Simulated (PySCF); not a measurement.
Gas-phase reaction: 4 InH₃ + C₄H₁₀ (n-butane) → 4 InCH₃ + 5 H₂

Method: PySCF energies plus ideal-gas RRHO corrections (1 bar). S°(298 K) at PBE0/def2-TZVP differs from the NASA 1993 table for C₄H₁₀ (n-butane) (-9 J/mol/K); whether the harmonic model or the table's entry is off was not settled. † marks an energy on the PBE0/def2-TZVP geometry and frequencies; other levels use their own. MP2 freezes the core. All species are closed-shell singlets. In: scalar-relativistic def2 core potential, no spin-orbit coupling. InH₃, InCH₃: computed as isolated molecules; such fragments, hydroxides, amides, oligomers or adducts are transient or little studied in the gas. MP2 isn't extrapolated to the basis-set limit; its ΔH°(298 K) is 55.6 kJ in def2-SVP and -79.6 kJ in def2-TZVPP. The harmonic model lacks anharmonicity and excited electronic states, which grow with temperature; levels with a mode under 35 cm⁻¹ are left out. Internal rotation in C₄H₁₀ (n-butane) is treated as a harmonic vibration of one conformer, which makes the entropy rough.

ΔH° and ΔS° at 298 K: HF/def2-TZVP† 49 kJ, 473 J/K; MP2/def2-TZVPP† -80 kJ, 473 J/K; PBE/def2-SVP 0 kJ, 477 J/K; PBE0/def2-SVP† 58 kJ, 473 J/K; PBE0/def2-TZVP 10 kJ, 473 J/K; r2SCAN/def2-TZVP† 1 kJ, 473 J/K.

**Question.** With the heat capacities included, give log10 K (1 bar) at 500, 800, 1200, 1400, 1600 K from HF/def2-TZVP†, MP2/def2-TZVPP†, PBE/def2-SVP, PBE0/def2-SVP†, PBE0/def2-TZVP, r2SCAN/def2-TZVP†.

**Answer.** 
```json
[
 {"T (K)": "500", "HF/def2-TZVP†": "20.0", "MP2/def2-TZVPP†": "33.4", "PBE/def2-SVP": "25.3", "PBE0/def2-SVP†": "19.0", "PBE0/def2-TZVP": "24.0", "r2SCAN/def2-TZVP†": "25.0"},
 {"T (K)": "800", "HF/def2-TZVP†": "22.4", "MP2/def2-TZVPP†": "30.7", "PBE/def2-SVP": "25.7", "PBE0/def2-SVP†": "21.8", "PBE0/def2-TZVP": "24.9", "r2SCAN/def2-TZVP†": "25.5"},
 {"T (K)": "1200", "HF/def2-TZVP†": "23.6", "MP2/def2-TZVPP†": "29.2", "PBE/def2-SVP": "25.8", "PBE0/def2-SVP†": "23.2", "PBE0/def2-TZVP": "25.3", "r2SCAN/def2-TZVP†": "25.7"},
 {"T (K)": "1400", "HF/def2-TZVP†": "23.8", "MP2/def2-TZVPP†": "28.6", "PBE/def2-SVP": "25.8", "PBE0/def2-SVP†": "23.5", "PBE0/def2-TZVP": "25.3", "r2SCAN/def2-TZVP†": "25.6"},
 {"T (K)": "1600", "HF/def2-TZVP†": "24.0", "MP2/def2-TZVPP†": "28.2", "PBE/def2-SVP": "25.7", "PBE0/def2-SVP†": "23.7", "PBE0/def2-TZVP": "25.2", "r2SCAN/def2-TZVP†": "25.5"}
]
```
